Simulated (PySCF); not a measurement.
Constitutional and geometric isomers with formula CH4B2. Isolated molecules, 0 K electronic values unless said otherwise. One relaxed conformer stands for each flexible species; it need not be the lowest. Strings in code marks are SMILES.

Quantity: vertical ionisation energy (energy after one electron is removed minus that of the parent at the parent's geometry), in eV.

Case: `BB=C`. Geometry of `BB=C` (neutral, multiplicity 1, Å):

```xyz
7

B      1.2883    -0.6713    -0.3871
B     -0.0843     0.0436     0.0248
C     -1.2773     0.6655     0.3835
H      1.7949    -0.4671    -1.4468
H      1.8368    -1.4247     0.3565
H     -1.7627     0.4944     1.3387
H     -1.7957     1.3596    -0.2697
```

Task: What vertical ionisation energy (energy after one electron is removed minus that of the parent at the parent's geometry) does B3LYP/6-31G* // B3LYP-D3(BJ)/def2-TZVP (PySCF) give?

Result: 9.16 eV.
